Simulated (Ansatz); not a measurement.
**Ligand exchange: CuBr + SiH2(SiH3)F → CuF + SiH2(SiH3)Br**

Species: CuBr (copper(i) bromide), singlet; SiH2(SiH3)F, singlet; CuF (fluorocopper), singlet; SiH2(SiH3)Br, singlet. The partners trade Br for F: Cu–Br and Si–F bonds give way to Cu–F and Si–Br.

Shapes, held fixed at every level: PBE0-D4/def2-TZVP. Programs: Ansatz 0.2.0. The zero-point and thermal change to 298 K, harmonic and unscaled (PBE0-D4/def2-TZVP), is -1.9 kJ/mol.

| level | kind | ΔH(298 K) (kJ/mol) |
| --- | --- | --- |
| HF/def2-TZVPP | Hartree–Fock | +183.4 |
| SPW92/def2-TZVPP | LDA | +144.8 |
| PBE-D4/def2-TZVPP | GGA | +133.6 |
| r2SCAN-D4/def2-TZVPP | meta-GGA | +146.3 |
| BHLYP-D4/def2-TZVPP | global hybrid | +164.1 |
| PBE0-D4/def2-TZVPP | global hybrid | +148.4 |
| wB97M-V/def2-TZVPP | range-separated hybrid | +150.4 |

wB97M-V/def2-TZVPP gives ΔH(298 K) = +150.4 kJ/mol; the levels span +133.6 to +183.4. The median of the levels is +148.4. No measured value is set beside it here. Relativity is left out for Br unless named.
